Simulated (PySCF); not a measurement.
AlCl₃, charge -1, multiplicity 2. Atoms are numbered in the order given.

```xyz
4

Al     0.0000     0.0000    -0.6478
Cl     1.7943     1.0359     0.1651
Cl     0.0000    -2.0718     0.1651
Cl    -1.7943     1.0359     0.1651
```
Charge -1, spin multiplicity 2.

Coordinates come from a TPSSh-D3(BJ)/def2-SVPD optimisation.

The numbers are results of PySCF with PBE/def2-TZVPD, not measurements.

Isolated molecule, no solvent. A positive occupied level means that this level leaves the electron formally unbound; only the finite basis holds it.

```yaml
total_energy: -1622.64702 hartree
point_group: C3v
"α spin, highest occupied and lowest empty level": 0.00 and 3.00 eV
"β spin, highest occupied and lowest empty level": -2.78 and 1.45 eV
dipole_moment_about_the_centre_of_nuclear_charge: 0.10 D
mean_static_polarisability: 105.5 bohr³ (15.63 Å³)
polarisability_principal_values: 98.1, 109.2, 109.2 bohr³
"⟨S²⟩": 0.751 (pure state 0.75)
```
